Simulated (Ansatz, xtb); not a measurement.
# AlCl3H5NSi: which of two conformers lies lower

We compare a, `Cl[SiH2][NH2+][AlH-]([Cl])[Cl]`, a singlet, with b, `Cl[SiH2][NH2+][AlH-]([Cl])[Cl]`, a singlet. Both are isolated molecules in the gas phase, relaxed with PBE-D3(BJ)/def2-SVP.

a (Å):

```csv
atom,x (Å),y (Å),z (Å)
Al,0.9406,1.2846,-0.6031
Cl,-2.4095,-0.5531,0.2403
Cl,1.8277,-0.4930,-1.4216
Cl,2.3413,2.7162,0.1985
N,0.3213,0.5193,1.2106
Si,-1.4480,0.6787,1.5773
H,-1.7128,0.2028,2.9710
H,-1.7942,2.1154,1.3823
H,0.9196,1.0350,1.8804
H,0.6442,-0.4631,1.2114
H,-0.3760,1.8656,-1.2809
```

b (Å):

```xyz
11

Al   -1.5033    2.8692   -0.8329
Cl    2.3436   -0.2153    0.2707
Cl   -0.8458    4.0656   -2.4926
Cl   -1.0648    3.7296    1.1076
N    -0.0190    1.4578   -0.8762
Si    1.0116    1.3449    0.6307
H     0.1251    0.9519    1.7568
H     1.7808    2.6099    0.7484
H    -0.4298    0.5389   -1.1092
H     0.5550    1.7282   -1.6939
H    -2.8634    2.0584   -0.9733
```

Question: Which of the two would you expect CCSD(T)/def2-SVP + ΔMP2/def2-TZVPP electronic energies to favour?

Answer: Structure b; the calculation gives E(b) − E(a) = −8.4 kJ/mol.

The same difference at several levels:

| level | geometry | E(b) − E(a) (kJ/mol) | departure from the last row (kJ/mol) | job, with rough time for the two |
| --- | --- | --- | --- | --- |
| PBE-D3(BJ)/def2-SVP | PBE-D3(BJ)/def2-SVP | −12.9 | −4.5 | optimisation, 1.7 min |
| HF/def2-SVP | PBE-D3(BJ)/def2-SVP | −8.8 | −0.4 | part of the CCSD(T) run |
| MP2/def2-SVP | PBE-D3(BJ)/def2-SVP | −9.8 | −1.4 | part of the CCSD(T) run |
| CCSD(T)/def2-SVP | PBE-D3(BJ)/def2-SVP | −9.6 | −1.1 | single point |
| CCSD(T)/def2-SVP + ΔMP2/def2-TZVPP | PBE-D3(BJ)/def2-SVP | −8.4 |  | single point, 41 s |

The levels shown agree on the order. The largest departure from CCSD(T)/def2-SVP + ΔMP2/def2-TZVPP is that of PBE-D3(BJ)/def2-SVP, 4.5 kJ/mol. Levels run at GFN2-xTB geometries aren't shown. The last row adds to CCSD(T) the change of the MP2 difference between the two basis sets, here +1.1 kJ/mol.

With harmonic frequencies from PBE-D3(BJ)/def2-SVP (ideal gas, rigid rotor, one conformer each, 298.15 K, 1 atm): on the last row, ΔE + ΔZPE = −7.7 kJ/mol. A mode under 50 cm⁻¹ makes harmonic enthalpies and free energies unreliable, so none is given.

The correlated steps freeze 26 core orbitals. Run with Ansatz 0.2.0; the last row on 2 threads of Intel(R) Xeon(R) 6975P-C (Granite Rapids) on a shared host.
